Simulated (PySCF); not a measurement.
Compound: cyclo-(H2SnO)2.
Bonds: Sn1–O4, Sn1–O8, O4–Sn5, Sn5–O8. Hydrogens: H2, H3 on Sn1; H6, H7 on Sn5.

Computed, not measured: PBE0-D3(BJ)/def2-SVP geometry optimisation, gas phase, def2 core potentials past Kr in PySCF 2.14.0.

Problem. How far are the bound atoms from Sn1?

Solution. 4 atoms: H2 1.713 Å, H3 1.713 Å, O4 2.010 Å, O8 2.011 Å. The nearest atom not counted as bound is Sn5, at 2.96 Å.

Problem. List the angles at Sn1.

Solution. 
| angle | degrees | distance of the outer atoms (Å) |
| --- | --- | --- |
| H2–Sn1–H3 | 115.0 | 2.89 |
| H2–Sn1–O8 | 113.6 | 3.12 |
| H2–Sn1–O4 | 113.3 | 3.11 |
| H3–Sn1–O4 | 113.3 | 3.11 |
| H3–Sn1–O8 | 113.0 | 3.11 |
| O4–Sn1–O8 | 85.2 | 2.72 |

Problem. Describe the arrangement about Sn1 in numbers.

Solution. Angles from 85.2° to 115.0°; τ4 = (360° − α − β)/141° = 0.93 with α and β the two widest (0 for a square, 1 for a tetrahedron).

Problem. Give some angles away from the centre.

Solution. Sn1–O4–Sn5 94.8°.

Problem. What are the rotational constants (commonest isotopes, rigid rotor)?

Solution. A = 7462, B = 907.8, C = 831.8 MHz: a near-prolate asymmetric top.

Point group: D2h (tolerance 0.08 Å). Charge 0, singlet. No frequency check.

One conformer stands for the species.
